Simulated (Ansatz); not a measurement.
ClH$_{9}$O$_{3}$Si$_{3}$Ti, SMILES `[SiH3][O][Ti]([Cl])([O][SiH3])[O][SiH3]`, relaxed with RKS PBE0-D4/def2-TZVP in the Gaussian-basis code of Ansatz from a PBE-D4/def2-SVP geometry. The force threshold is 0.005 eV/Å; the program also tests the step.

The species carries charge 0 and has multiplicity 1.

Start:

```xyz
17

Si    1.948   -2.642    0.654
O     1.331   -1.271   -0.101
Ti    0.748    0.385   -0.418
Cl    2.460    1.696   -0.952
O    -0.033    1.022    1.050
Si   -0.906    1.459    2.419
O    -0.437    0.367   -1.752
Si   -1.716    0.759   -2.773
H     0.854   -3.665    0.790
H     2.466   -2.280    2.020
H     3.065   -3.203   -0.179
H    -2.336    1.721    2.034
H    -0.852    0.339    3.422
H    -0.306    2.701    3.012
H    -2.266    2.110   -2.404
H    -2.797   -0.277   -2.629
H    -1.225    0.780   -4.193
```

Problem. By how much does the energy fall, and how many steps does the optimiser take? (An estimate is asked.)

Solution. The calculation gave: 2.67 kcal/mol, in 45 steps, 5 of them rejected.

Problem. Which bonds change most? (Best estimate.)

Solution. Ansatz gave: O7–Si8 from 1.682 to 1.643 Å; Si1–O2 from 1.682 to 1.643 Å; O5–Si6 from 1.681 to 1.643 Å; Si8–H15 from 1.505 to 1.485 Å.

Problem. Give the relaxed structure. (An estimate is asked.)

Solution. Ansatz gave: 
```xyz
17

Si    1.702   -2.687    0.408
O     1.266   -1.138    0.077
Ti    0.725    0.516   -0.263
Cl    2.453    1.745   -0.891
O     0.003    1.212    1.200
Si   -0.724    1.794    2.554
O    -0.484    0.486   -1.560
Si   -1.645    0.419   -2.721
H     0.949   -3.607   -0.481
H     1.382   -2.991    1.826
H     3.160   -2.842    0.176
H    -2.139    2.121    2.246
H    -0.672    0.759    3.618
H    -0.009    3.014    3.002
H    -2.906    0.988   -2.183
H    -1.862   -0.997   -3.112
H    -1.199    1.205   -3.899
```
